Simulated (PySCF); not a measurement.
# From a computed spectrum to the compound

A species of 7 atoms with charge 0 has these harmonic modes (PBE0, small Gaussian bases with core potentials, PySCF 2.14.0):

| cm⁻¹ | km/mol | symmetry |
| --- | --- | --- |
| 50 | 13.3 | a2'' |
| 130 | 1.9 | e' |
| 130 | 1.9 | e' |
| 303 | 0.0 | a2' |
| 373 | 269.1 | e' |
| 373 | 269.1 | e' |
| 487 | 0.0 | e'' |
| 487 | 0.0 | e'' |
| 498 | 495.8 | a2'' |
| 612 | 176.2 | e' |
| 612 | 176.2 | e' |
| 636 | 0.0 | a1' |
| 4040 | 196.9 | e' |
| 4040 | 196.9 | e' |
| 4042 | 0.0 | a1' |

Question: Which species is it, and in which structure?

Answer: Yb(OH)3 (singlet in the valence; each metal's 4f electrons, 13 of them, lie in its core potential, out of spins and levels):
```xyz
7

Yb    0.0000    0.0000    0.0000
O     2.0013    0.0000    0.0000
H     2.9557    0.0000    0.0000
O    -1.0007    1.7332    0.0000
H    -1.4779    2.5597    0.0000
O    -1.0007   -1.7332    0.0000
H    -1.4778   -2.5597    0.0000
```
Ideal gas at 298.15 K and 1 bar: S = 350.6 J/(mol K), Cp = 105.8 J/(mol K), H − H(0 K) = 21.5 kJ/mol (rigid rotor, harmonic modes, spin degeneracy alone, that of the 4f electrons in the core included; the modes under 60 cm⁻¹ make these uncertain). An lcecp potential fixes the number of 4f electrons, so in runs with it no electron can move into or out of that shell.
 This is one of several that fit.
